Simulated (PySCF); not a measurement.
# Two-component Hartree-Fock for Co²¹⁺ (cobalt, charge +21)

Start: [He] 2s2 2p2; 2p1/2 filled at m_j = -1/2, +1/2. Calculated with PySCF 2.14 in an uncontracted even-tempered set (17 s from 5.6 bohr⁻², ratio 2.4; 11 p from 7.3 bohr⁻², ratio 2.4; 5 d from 26 bohr⁻², ratio 2.6; 4 f from 40 bohr⁻², ratio 2.6): generalised Hartree-Fock with the X2C-1e Hamiltonian and a Gaussian nucleus; one run each with spin-orbit coupling (SO) switched off, then screened by Boettger's factors.

| spinor shell | electrons | ε, spin-free (eV) | ε, screened SO (eV) | weight of nominal j (screened SO) | rms radius, screened SO (bohr) |
| --- | --- | --- | --- | --- | --- |
| 1s1/2 | 2 | -8959.9 | -8958.3 | 1.000 | 0.0644 |
| 2s1/2 | 2 | -1914.1 | -1913.6 | 1.000 | 0.258 |
| 2p1/2 | 2 | -1844.1 | -1846.8 | 0.875 | 0.224 |

```
   quantity    spin-free  screened SO
E (hartree)  -1017.76085  -1018.22179
        M_J            0            0
       ⟨J²⟩        2.000        0.486
       ⟨L²⟩        2.000        1.628
       ⟨S²⟩        2.000        1.622
```

The determinant has a definite M_J but mixes levels of different J.

Each row is a mean over spinors that exchange with the open shell spreads, by up to 26.289 eV (2s1/2).

Rows whose weight is well below 1 are mixtures of j = l ± 1/2: exchange outweighs spin-orbit coupling there, and the label is only the starting occupation.

Without spin-orbit coupling the j labels of p, d and f shells carry no meaning; the spin-free column gives the mean over the occupied spinors of each nl shell.
